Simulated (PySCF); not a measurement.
Be(Et)(SiH3) (C2H8BeSi), SMILES C[CH2][Be][SiH3]. Heavy atoms are numbered as in [Be:1]([CH2:2][CH3:3])[SiH3:9]. Hydrogens are named by the atom that carries them.

Geometry: PBE0-D3(BJ)/def2-SVP. The structure was generated by enumeration; whether it is a known compound was not checked. One conformer was computed; it need not be the lowest.

All values below come from PBE0/pcSseg-1 run with PySCF.

GIAO shieldings, no solvent; atoms alike by connectivity are averaged. δ = σ(ref) − σ: ¹³C against TMS (σ = 186.3 ppm); ¹H against TMS (σ = 31.56 ppm); ²⁹Si against TMS (σ = 352.7 ppm), references at their B3LYP-D3(BJ)/def2-TZVP geometries, non-relativistic.

```tsv
nucleus	atoms	count	δ (ppm)
¹³C	C2 (CH2)	1	12.2
¹³C	C3 (CH3)	1	9.3
¹H	H on Si9	3	3.18
¹H	H on C3	3	1.29
¹H	H on C2	2	0.36
²⁹Si	Si9 (SiH3)	1	-143.2
```
